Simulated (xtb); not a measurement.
Br2Sb, charge +1, singlet, from a rough starting geometry; GFN2-xTB (xtb).

Here is a job for xtb.
```
$ xtb mol.xyz --gfn 2 --chrg 1 --opt vtight --json

# file mol.xyz
3

Sb     0.90607247     0.45871769     0.28078242
Br    -0.82148021     1.10444372    -1.36752509
Br    -0.07798640    -1.65230567     1.06604956
```

Output, abridged:

```
   ID    Z sym.   atoms
    1   51 Sb     1
    2   35 Br     2, 3

           -------------------------------------------------
          |                Calculation Setup                |
           -------------------------------------------------

           -------------------------------------------------
          |                 G F N 2 - x T B                 |
           -------------------------------------------------

          ...................................................
          :                      SETUP                      :
          :.................................................:
          :  # basis functions                  30          :
          :  # atomic orbitals                  27          :
          :  # shells                            9          :
          :  # electrons                        18          :
          :  max. iterations                   250          :
          :  Hamiltonian                  GFN2-xTB          :
          :  restarted?                      false          :
          :  GBSA solvation                  false          :
          :  PC potential                    false          :
          :  electronic temp.          300.0000000     K    :
          :  accuracy                    1.0000000          :
          :  -> integral cutoff          0.2500000E+02      :
          :  -> integral neglect         0.1000000E-07      :
          :  -> SCF convergence          0.1000000E-05 Eh   :
          :  -> wf. convergence          0.1000000E-03 e    :
          :  Broyden damping             0.4000000          :
          :  net charge                          1          :
          :  unpaired electrons                  0          :
          ...................................................

 iter      E             dE          RMSdq      gap      omega  full diag
   1     -9.9697905 -0.996979E+01  0.224E+01    2.29       0.0  T
   2     -9.9145815  0.552090E-01  0.173E+01    1.14       1.0  T
   3     -9.6026656  0.311916E+00  0.136E+01    4.12       1.0  T
   4     -9.9914903 -0.388825E+00  0.469E+00    2.09       1.0  T
   5    -10.0070595 -0.155692E-01  0.299E+00    1.85       1.0  T
   6    -10.0073332 -0.273679E-03  0.118E+00    1.91       1.0  T
   7    -10.0079985 -0.665350E-03  0.116E+00    1.68       1.0  T
   8    -10.0101057 -0.210713E-02  0.388E-01    1.81       1.0  T
   9    -10.0101322 -0.265243E-04  0.857E-02    1.81       1.0  T
[...]
         :: total energy             -10.004301474070 Eh    ::
 * total energy  :   -10.0043015 Eh     change       -0.6285639E-10 Eh
 * total energy  :   -10.0029387 Eh     change        0.1362758E-02 Eh
 * total energy  :   -10.0044529 Eh     change       -0.1514187E-02 Eh
 * total energy  :   -10.0043238 Eh     change        0.1290877E-03 Eh
 * total energy  :   -10.0044771 Eh     change       -0.1533288E-03 Eh
 * total energy  :   -10.0044764 Eh     change        0.7290335E-06 Eh
 * total energy  :   -10.0044775 Eh     change       -0.1049096E-05 Eh
 * total energy  :   -10.0044775 Eh     change       -0.1023501E-08 Eh
   *** GEOMETRY OPTIMIZATION CONVERGED AFTER 8 ITERATIONS ***
         :: total energy             -10.004477465595 Eh    ::
[...]
        17                         -0.2004104              -5.4534
        18                         -0.1964627              -5.3460
        19                         -0.1964498              -5.3457
        20                         -0.1958778              -5.3301
       ...                                ...                  ...
        27                          0.8033369              21.8599
      -------------------------------------------------------------
                  HL-Gap            0.0636131 Eh            1.7310 eV
             Fermi-level           -0.6285067 Eh          -17.1025 eV

     #   Z          covCN         q      C6AA      α(0)
     1  51 Sb       1.691     0.660   374.690    37.931
     2  35 Br       0.853     0.170   180.198    21.643
     3  35 Br       0.853     0.170   180.198    21.643

 Mol. C6AA /au·bohr⁶  :       2119.925429
 Mol. C8AA /au·bohr⁸  :     170170.531392
 Mol. α(0) /au        :         81.218068

Wiberg/Mayer (AO) data.
largest (>0.10) Wiberg bond orders for each atom

 ---------------------------------------------------------------------------
     #   Z sym  total        # sym  WBO       # sym  WBO       # sym  WBO
 ---------------------------------------------------------------------------
     1  51 Sb   3.210 --     3 Br   1.605     2 Br   1.605
     2  35 Br   1.695 --     1 Sb   1.605
     3  35 Br   1.695 --     1 Sb   1.605
 ---------------------------------------------------------------------------

Topologies differ in total number of bonds
Writing topology from bond orders to xtbtopo.mol

molecular dipole:
                 x           y           z       tot (Debye)
 q only:        0.858       0.410       0.256
   full:        2.583       1.350       0.798       7.681
molecular quadrupole (traceless):
                xx          xy          yy          xz          yz          zz
 q only:       -0.020       0.862       0.697       1.864      -2.474      -0.677
  q+dip:        4.873       3.430      -2.556       0.390       4.442      -2.317
   full:        4.321       1.984      -3.034      -1.642       6.431      -1.287

optimized geometry written to: xtbopt.xyz

           -------------------------------------------------
          | TOTAL ENERGY              -10.004477465595 Eh   |
          | GRADIENT NORM               0.000017129188 Eh/α |
          | HOMO-LUMO GAP               1.731000995561 eV   |
           -------------------------------------------------

normal termination of xtb
```
